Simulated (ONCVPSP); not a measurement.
u(r) = r·R(r): atom against pseudo-atom (Ag (Z = 47))

Columns: radius, all-electron u(r) and pseudo u(r) of the 4p shell (level -62.46 eV) of silver in the configuration [Ar] 3d10 4s2 4p6 4d10 5s0.5; PBEsol, scalar-relativistic, ONCV scheme, ONCVPSP 4.0.1.

```json
{"r (bohr)": "0.075", "all-electron": "0.3967", "pseudo": "0.0202"}
{"r (bohr)": "0.150", "all-electron": "-0.0872", "pseudo": "0.0778"}
{"r (bohr)": "0.225", "all-electron": "-0.5445", "pseudo": "0.1666"}
{"r (bohr)": "0.300", "all-electron": "-0.5918", "pseudo": "0.2811"}
{"r (bohr)": "0.375", "all-electron": "-0.3398", "pseudo": "0.4159"}
{"r (bohr)": "0.450", "all-electron": "0.0335", "pseudo": "0.5624"}
{"r (bohr)": "0.525", "all-electron": "0.4040", "pseudo": "0.7072"}
{"r (bohr)": "0.600", "all-electron": "0.7100", "pseudo": "0.8376"}
{"r (bohr)": "0.675", "all-electron": "0.9299", "pseudo": "0.9464"}
{"r (bohr)": "0.750", "all-electron": "1.0660", "pseudo": "1.0316"}
{"r (bohr)": "0.825", "all-electron": "1.1307", "pseudo": "1.0899"}
{"r (bohr)": "0.900", "all-electron": "1.1400", "pseudo": "1.1147"}
{"r (bohr)": "0.975", "all-electron": "1.1095", "pseudo": "1.1005"}
{"r (bohr)": "1.050", "all-electron": "1.0523", "pseudo": "1.0509"}
{"r (bohr)": "1.125", "all-electron": "0.9792", "pseudo": "0.9790"}
{"r (bohr)": "1.200", "all-electron": "0.8980", "pseudo": "0.8978"}
{"r (bohr)": "1.275", "all-electron": "0.8142", "pseudo": "0.8140"}
{"r (bohr)": "1.350", "all-electron": "0.7316", "pseudo": "0.7315"}
{"r (bohr)": "1.425", "all-electron": "0.6527", "pseudo": "0.6526"}
{"r (bohr)": "1.500", "all-electron": "0.5789", "pseudo": "0.5788"}
{"r (bohr)": "1.575", "all-electron": "0.5111", "pseudo": "0.5110"}
{"r (bohr)": "1.650", "all-electron": "0.4494", "pseudo": "0.4493"}
{"r (bohr)": "1.725", "all-electron": "0.3939", "pseudo": "0.3938"}
{"r (bohr)": "1.800", "all-electron": "0.3443", "pseudo": "0.3442"}
{"r (bohr)": "1.875", "all-electron": "0.3002", "pseudo": "0.3001"}
{"r (bohr)": "1.950", "all-electron": "0.2613", "pseudo": "0.2612"}
```

(1) How many radial nodes do the two functions have?

(2) At about which radius was the pseudo-wave matched?

(3) Is the pseudo-wave norm-conserving?

Answers

(1) The all-electron 4p function has n − l − 1 = 2; the pseudo-wave has 0, since the states of the same l below it are removed with the core.

(2) 1.15 bohr, where the columns begin to agree (steps of 0.07 bohr).

(3) Yes: the ONCV scheme keeps the norm inside the radius equal to the all-electron one, which fixes the energy derivative of the logarithmic derivative at the level.
